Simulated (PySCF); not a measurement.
The vertical singlet excitations below were computed for one of the candidates. Method: PySCF, TDDFT PBE0/def2-SVPD, vertical, gas phase, core orbitals frozen in the response. Geometries: GFN2-xTB, one conformer each.

| state | E (eV) | f | main configurations (H = HOMO, L = LUMO) |
| --- | --- | --- | --- |
| S1 | 3.25 | 0.0000 | H→L (99%) |
| S2 | 3.61 | 0.0000 | H-1→L (93%) |
| S3 | 3.69 | 0.0030 | H→L+1 (98%) |
| S4 | 4.90 | 0.0002 | H-1→L+1 (96%) |
| S5 | 5.44 | 0.0082 | H-3→L (36%), H-2→L (35%), H-2→L+1 (19%) |
| S6 | 5.86 | 0.169 | H-2→L (51%), H-3→L (34%), H-2→L+1 (9%) |
| S7 | 5.93 | 0.0021 | H-4→L (80%), H-1→L+2 (9%) |
| S8 | 6.19 | 0.0000 | H→L+2 (89%) |

Question: Which structure fits?
A. `n1nc(cc(c1)F)C(=O)C`
B. `C=C(C)C#CC(=O)NC`
C. `N#CC1=C[C@@H]2C=C[C@H]1C2`

Answer: A. Its S1, at 3.25 eV, is the lowest among the candidates; the nearest of the others has S1 at 4.42 eV. S1 is HOMO→LUMO (99%). Löwdin shares by element: HOMO nitrogen 76%, carbon 15% or more; LUMO carbon 45% or more, oxygen 16% (atoms not listed hold the other 38%). At the same level the other candidates give, for their lowest levels:
- `C=C(C)C#CC(=O)NC`: 4.49 eV (f 0.002); 5.07 eV (f 0.413); 5.26 eV (f 0.006); 5.40 eV (f 0.078); 6.35 eV (f 0.006); T1 3.23 eV; HOMO -7.22, LUMO -1.54 eV
- `N#CC1=C[C@@H]2C=C[C@H]1C2`: 4.42 eV (f 0.016); 5.30 eV (f 0.054); 6.13 eV (f 0.014); 6.42 eV (f 0.110); 6.57 eV (f 0.008); T1 2.97 eV; HOMO -7.09, LUMO -1.65 eV

The values belong to the conformer `[CH3:1][C:2](=[O:3])[c:4]1[cH:5][c:6]([F:7])[cH:8][n:9][n:10]1`: C1–C2–C4–C5 180°.
Triplets come from the Tamm–Dancoff approximation.
